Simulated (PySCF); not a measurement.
How methods differ on the excitation energy of Zn²⁺

Zn²⁺ [Ar] 3d10 (1S) → Zn²⁺ [Ar] 3d9 4s1 (3D), as a difference of total energies. Computed with PySCF 2.14 in def2-QZVPPD (11s6p5d4f2g, 100 functions), with the non-relativistic Hamiltonian (point nucleus). Correlated levels: valence: [Ar] frozen; valence and next inner shell: [Ne] frozen. The calculations carry no spin-orbit coupling.

| method | excitation energy (eV) |
| --- | --- |
| UHF | 8.738 |
| LDA | 10.392 |
| PBE | 10.033 |
| PBE0 | 9.932 |
| r2SCAN | 9.854 |
| MN15 | 11.089 |
| HSE06 | 9.847 |
| LC-wPBE | 10.307 |
| M06-L | 10.383 |
| MP2 (valence) | 10.877 |
| SCS-MP2 (valence) | 10.696 |
| MP2 (valence and next inner shell) | 11.230 |
| SCS-MP2 (valence and next inner shell) | 10.970 |

Problem. How much does correlation contribute at MP2 (valence and next inner shell)?

Solution. 11.230 − (8.738) = 2.492 eV, measured against UHF.

A first-order spin-orbit estimate (lowest level to lowest level, LS coupling) adds -0.151 eV.
